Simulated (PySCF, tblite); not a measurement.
C6H10Si.
Numbering: `[CH2:1]=[CH:2][CH2:3][SiH2:4][CH:5]1[CH:6]=[CH:7]1` (hydrogens: H8, H9 on C1; H10 on C2; H11, H12 on C3; H13, H14 on Si4; H15 on C5; H16 on C6; H17 on C7)

Cartesian coordinates in Å at the GFN2-xTB level; atoms count from 1:
```xyz
17
C6H10Si angstrom
C      2.311    1.000    0.709
C      2.024   -0.258    0.424
C      1.242   -0.704   -0.759
Si    -0.531   -1.219   -0.253
C     -1.391    0.263    0.536
C     -2.271    1.197   -0.268
C     -2.896    0.408    0.544
H      2.008    1.809    0.064
H      2.863    1.276    1.591
H      2.341   -1.048    1.092
H      1.736   -1.557   -1.225
H      1.195    0.097   -1.497
H     -1.264   -1.645   -1.451
H     -0.457   -2.335    0.701
H     -0.861    0.713    1.378
H     -2.265    1.967   -0.999
H     -3.792    0.047    0.983
```

Computed with B3LYP/def2-SVPD in PySCF (dipole) on a GFN2-xTB geometry, gas phase.

Masses are those of the commonest isotopes; rigid-rotor values at the optimised geometry. The values belong to one conformer with, in the numbering `[CH2:1]=[CH:2][CH2:3][SiH2:4][CH:5]1[CH:6]=[CH:7]1`, C1–C2–C3–Si4 -105°, C2–C3–Si4–C5 60°, C3–Si4–C5–C6 94°.

What are A, B and C (MHz)?

Ia = 136.10, Ib = 394.65, Ic = 474.63 u·Å²; 505379 MHz·u·Å²/I gives A = 3713, B = 1281, C = 1065 MHz.

What kind of rotor is it?

An asymmetric top: κ = (2 × 1281 − 3713 − 1065)/(3713 − 1065) = -0.84.

Is it planar, by Δ = Ic − Ia − Ib?

Not planar: Δ = Ic − Ia − Ib = -56.11 u·Å². For a rigid frame Δ = −2 Σ m c², so Σ m c² = 28.06 u·Å² lies off the ab plane: 13.05 from hydrogen and 15.01 from heavier atoms. The atom farthest from that plane is 1.65 Å away.

Give the other two planar moments, Paa and Pbb, and the rms extents of the mass along the axes.

Paa = Σ m a² = (Ib + Ic − Ia)/2 = 366.60 and Pbb = Σ m b² = (Ia + Ic − Ib)/2 = 108.04 u·Å². With the mass M = 110.06 u, the rms extents √(P/M) along a, b and c are 1.83, 0.99, 0.50 Å.

List the rotational levels J(Ka,Kc) to J = 5 (cm⁻¹).

Above 0(0,0):
J = 1: 1(0,1) 0.0782, 1(1,1) 0.1594, 1(1,0) 0.1666
J = 2: 2(0,2) 0.2342, 2(1,2) 0.3087, 2(1,1) 0.3302, 2(2,1) 0.5737, 2(2,0) 0.5742
J = 3: 3(0,3) 0.4671, 3(1,3) 0.5323, 3(1,2) 0.5754, 3(2,2) 0.8084, 3(2,1) 0.8107, 3(3,1) 1.2324, 3(3,0) 1.2324
J = 4: 4(0,4) 0.7756, 4(1,4) 0.8299, 4(1,3) 0.9018, 4(2,3) 1.1210, 4(2,2) 1.1277, 4(3,2) 1.5462, 4(3,1) 1.5463, 4(4,1) 2.1387, 4(4,0) 2.1387
J = 5: 5(0,5) 1.1581, 5(1,5) 1.2013, 5(1,4) 1.3088, 5(2,4) 1.5111, 5(2,3) 1.5265, 5(3,3) 1.9388, 5(3,2) 1.9393, 5(4,2) 2.5309, 5(4,1) 2.5309, 5(5,1) 3.2927, 5(5,0) 3.2927
The levels of one J sum to (2J + 1)J(J + 1)(A + B + C)/3.

Which types of transition are allowed, and where do some lines up to J = 2 fall?

The dipole components are |μa| = 0.70 D, |μb| = 0.31 D, |μc| = 0.31 D. Intensities carry the squares of the components, which stand as 1.00 : 0.20 : 0.19 (a : b : c). Some lines, for components of 0.1 D or more:

| type | branch | J(Ka,Kc) | MHz | lower level (cm⁻¹) |
| --- | --- | --- | --- | --- |
| a | Q | 2(1,1) ← 2(1,2) | 647 | 0.309 |
| a | R | 1(0,1) ← 0(0,0) | 2345 | 0.000 |
| c | Q | 1(1,1) ← 1(0,1) | 2433 | 0.078 |
| b | Q | 2(1,1) ← 2(0,2) | 2878 | 0.234 |
| a | R | 2(1,2) ← 1(1,1) | 4475 | 0.159 |
| a | R | 2(0,2) ← 1(0,1) | 4677 | 0.078 |
| b | R | 2(1,2) ← 1(0,1) | 6908 | 0.078 |
| c | Q | 2(2,1) ← 2(1,1) | 7299 | 0.330 |
| b | Q | 2(2,1) ← 2(1,2) | 7946 | 0.309 |
| b | R | 2(2,1) ← 1(1,0) | 12205 | 0.167 |
| c | R | 2(2,1) ← 1(1,1) | 12421 | 0.159 |

Estimate the classical rotational partition function at 100 K, 200 K and 298.15 K.

Point group C1, symmetry number σ = 1; q = (√π/σ)·√((kT/h)³/(ABC)), k/h = 20836.6 MHz/K: 74900 at 100 K, 212000 at 200 K, 386000 at 298.15 K.

Its GFN2-xTB frequencies are all real (lowest 20 cm⁻¹). Zero-point vibration and centrifugal distortion are left out.
